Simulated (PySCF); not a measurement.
An unknown gives this computed stick spectrum. Computed with TDDFT B3LYP/def2-SVPD, vertical, gas phase, core orbitals frozen in the response (PySCF 2.14.0, density-fitted response routines). Geometries: PBE0-D3(BJ)/def2-SVP, one conformer each.

```tsv
state	E (eV)	f
S1	5.99	0.0063
S2	6.14	0.0049
S3	6.57	0.0009
S4	6.71	0.0033
S5	6.82	0.0090
S6	6.86	0.0066
S7	6.98	0.0082
S8	7.09	0.0063
S9	7.12	0.018
S10	7.19	0.0031
```

Orbital energies (eV): HOMO-3 -8.07, HOMO-2 -7.68, HOMO-1 -7.06, HOMO -6.88, LUMO -0.12, LUMO+1 0.30, LUMO+2 0.74.

Question: Which candidate is it? All have the formula C6H16BNO.
A. `COC[NH2+][BH2-]C1CCC1`
B. `C1CC[BH2-][N@+]1(C)COC`
C. `CO[C@@H]1CC[C@H]([BH2-][NH3+])C1`
D. `CO[C@@H]1CC[C@@H]([BH2-][NH3+])C1`

Answer: A. Its S1 lies at 5.99 eV; the nearest of the others has S1 at 5.58 eV. S1 is HOMO→LUMO (91%), HOMO→LUMO+1 (8%). Löwdin shares by element: HOMO carbon 46% or more, boron 22% (atoms not listed hold the other 32%); LUMO carbon 25% or more, boron 12%, hydrogen 10% or more (atoms not listed hold the other 53%). At the same level the other candidates give, for their lowest levels:
- `CO[C@@H]1CC[C@@H]([BH2-][NH3+])C1`: 5.58 eV (f 0.007); 5.77 eV (f 0.003); 5.87 eV (f 0.002); 6.55 eV (f 0.013); 6.94 eV (f 0.005); T1 5.55 eV; HOMO -6.72, LUMO -0.54 eV
- `COC[N@@+]1(C)[BH2-]CCC1`: 6.48 eV (f 0.007); 6.59 eV (f 0.010); 7.03 eV (f 0.022); 7.08 eV (f 0.007); 7.19 eV (f 0.001); T1 6.42 eV; HOMO -7.08, LUMO 0.07 eV
- `CO[C@@H]1CC[C@H]([BH2-][NH3+])C1`: 5.32 eV (f 0.001); 5.80 eV (f 0.003); 5.93 eV (f 0.013); 6.44 eV (f 0.014); 6.72 eV (f 0.004); T1 5.29 eV; HOMO -6.52, LUMO -0.64 eV

Shape of the structure used: `[CH3:1][O:2][CH2:3][NH2+:4][BH2-:5][CH:6]1[CH2:7][CH2:8][CH2:9]1`: C1–O2–C3–N4 178°, O2–C3–N4–B5 -179°, C3–N4–B5–C6 176°, N4–B5–C6–C7 -168°.
Triplets come from the Tamm–Dancoff approximation.

Without π bonds the low states are Rydberg-like; a valence basis with one diffuse set may place them up to an eV too high.
